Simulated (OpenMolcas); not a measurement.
# Re3+: moving or changing the point charges

Re3+ among 6 point charges of -1.7 e arranged as an octahedron (Oh), 2.25 Å from the ion.
```
   2.2500    0.0000    0.0000  -1.70
   0.0000    2.2500    0.0000  -1.70
  -2.2500    0.0000    0.0000  -1.70
   0.0000   -2.2500    0.0000  -1.70
   0.0000    0.0000    2.2500  -1.70
   0.0000    0.0000   -2.2500  -1.70
```

| Property | Result |
| --- | --- |
| Program | OpenMolcas 26.06 |
| Method | CASSCF |
| Basis | ANO-RCC-VDZP [7s6p4d2f1g] |
| Scalar Hamiltonian | DKH2, point nucleus |
| Active space | 4 electrons in 5 orbitals (5d) |
| State averaging | 2S+1 = 5 even, 5 roots; 2S+1 = 3 even, 45 roots; 2S+1 = 1 even, 50 roots |
| Spin-orbit coupling | state interaction with AMFI integrals over the reference wave functions |

Runs around this geometry, states (labels of O, the rotations of Oh). Energies in cm-1 above the lowest state or level, χT in cm3 K/mol; 10Dq and B are least-squares fits to the states below 45000 cm-1, weighted by degeneracy, with a free offset, and given where the rms deviation is under 5 % of |10Dq| (or 100 cm-1) and under 700 cm-1.

```json
{"R (Å)": "2.25", "q (e)": "-1.1", "Ground state": "5E", "First state of that spin": "5T2 5379", "10Dq": "", "B (rms of fit)": "", "First gap with spin-orbit (degeneracies)": "2966 (1, 3)", "χT at 300 K": "0.117", "First state of another spin": "3T1 12367"}
{"R (Å)": "2.06", "q (e)": "-1.7", "Ground state": "5E", "First state of that spin": "5T2 12356", "10Dq": "12845", "B (rms of fit)": "758 (233)", "First gap with spin-orbit (degeneracies)": "3086 (1, 3)", "χT at 300 K": "0.179", "First state of another spin": "3T1 5718"}
{"R (Å)": "2.25", "q (e)": "-1.7", "Ground state": "5E", "First state of that spin": "5T2 8318", "10Dq": "8712", "B (rms of fit)": "776 (139)", "First gap with spin-orbit (degeneracies)": "2960 (1, 3)", "χT at 300 K": "0.147", "First state of another spin": "3T1 9636"}
{"R (Å)": "2.47", "q (e)": "-1.7", "Ground state": "5E", "First state of that spin": "5T2 5432", "10Dq": "", "B (rms of fit)": "", "First gap with spin-orbit (degeneracies)": "2979 (1, 3)", "χT at 300 K": "0.117", "First state of another spin": "3T1 12322"}
```

Taking the first state of the same spin as R^-n, n = -ln(5432 / 12356) / ln(2.47 / 2.06) = 4.5 between the shortest and longest distance.

Scaling the charges by -1.1 / -1.7 = 0.65 scales the first state of the same spin by 5379 / 8318 = 0.65; with fixed orbitals a first-order splitting would follow the charge.

Without dynamic correlation the repulsion within the d shell is too large (B by tens of per cent), so at a given field states of lower spin stand too high. This shell can be high or low spin here, a state of another spin lies low, and with metal d orbitals alone active their balance is uncertain, so the ground spin may be wrong. Point charges give a weaker field than real ligands, and real ions of this kind are as a rule low spin; the high spin found here belongs to the model. Spin-orbit coupling mixes the spin-free states strongly: the lowest level takes only 47 % from its leading state, 5E (figures for R = 2.25, q = -1.1; the like holds for R = 2.06, q = -1.7, R = 2.25, q = -1.7, R = 2.47, q = -1.7). This field is weak: 10Dq is about 5678 cm-1, while octahedral complexes of 5d ions of charge 3 and more, computed by the same method with explicit ligands, had a median near 35000 cm-1. Ground spin and moment need not be those of a real site (figures for R = 2.25, q = -1.1; the like holds for R = 2.06, q = -1.7, R = 2.25, q = -1.7, R = 2.47, q = -1.7). This is an electrostatic model: the charges have no orbitals. No measured value stands beside these numbers.
